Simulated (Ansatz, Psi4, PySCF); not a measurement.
C₄H₁₀O₂, charge -1, doublet, at the geometry of the source list (a state made from the parent by changing its charge; the spin is typed, not shown lowest) (in this run its highest filled SCF level lies above zero, so its values depend strongly on the basis, on diffuse functions most of all). Base run: WB97X/6-31G** run with PySCF.

PySCF was given this input:
```python
from pyscf import gto, scf, dft

mol = gto.M(
    atom='''
C     2.540900    0.444400   -0.008200
O     1.371000   -0.189800    0.435800
C     0.227600    0.170200   -0.311200
C    -0.973100   -0.566900    0.290400
C    -2.257100   -0.243000   -0.461300
O    -1.141400   -0.195200    1.639500
H     2.455200    1.535400    0.069300
H     3.346600    0.094800    0.633800
H     2.762000    0.183600   -1.050400
H     0.064200    1.257100   -0.250400
H     0.356900   -0.106400   -1.367600
H    -0.767400   -1.649000    0.231400
H    -2.455400    0.823400   -0.403200
H    -2.171600   -0.539500   -1.502400
H    -3.085100   -0.773700   -0.002300
H    -0.273400   -0.245600    2.056700
''',
    basis='6-31g**',
    charge=-1,
    spin=1,
    verbose=4,
)

mf = dft.UKS(mol)
mf.xc = 'wb97x'
mf.kernel()
```

The same geometry, method and basis name were run in Ansatz (an electronic-structure program) and Psi4 and PySCF, at each program's defaults and at the settings that a row names. The base is PySCF at its defaults. Differences at the defaults can come from grids, fitting, cores and function types together.

```json
[
 {"code and settings": "PySCF, defaults (exact integrals, its default grid, spherical functions)", "ΔE vs base (µEh)": "0.0", "basis functions": "134", "E (Eh)": "-308.62734", "SCF cycles": "22", "outcome": "converged"},
 {"code and settings": "Psi4, defaults (density fitting with its default set, its default grid, Cartesian functions)", "ΔE vs base (µEh)": "-4270", "basis functions": "140", "E (Eh)": "-308.63161", "SCF cycles": "16", "outcome": "converged"},
 {"code and settings": "Ansatz, defaults (factorised integrals, its default grid, Cartesian functions)", "ΔE vs base (µEh)": "-4075", "basis functions": "140", "E (Eh)": "-308.63142", "SCF cycles": "-", "outcome": "converged"},
 {"code and settings": "PySCF, density fitting with def2-universal-jkfit", "ΔE vs base (µEh)": "-113", "basis functions": "134", "E (Eh)": "-308.62745", "SCF cycles": "22", "outcome": "converged"},
 {"code and settings": "PySCF, fine grid", "ΔE vs base (µEh)": "-", "basis functions": "-", "E (Eh)": "-", "SCF cycles": "-", "outcome": "cut at the time limit"},
 {"code and settings": "Psi4, exact integrals, spherical functions, fine grid", "ΔE vs base (µEh)": "-", "basis functions": "134", "E (Eh)": "-", "SCF cycles": "-", "outcome": "cut at the time limit"},
 {"code and settings": "Ansatz, high accuracy, Cartesian functions as the basis file defines them", "ΔE vs base (µEh)": "-4078", "basis functions": "140", "E (Eh)": "-308.63142", "SCF cycles": "-", "outcome": "converged"}
]
```

Open shells are given as the SCF converged; they aren't shown to be the lowest states, and a large step between rows can be another state.
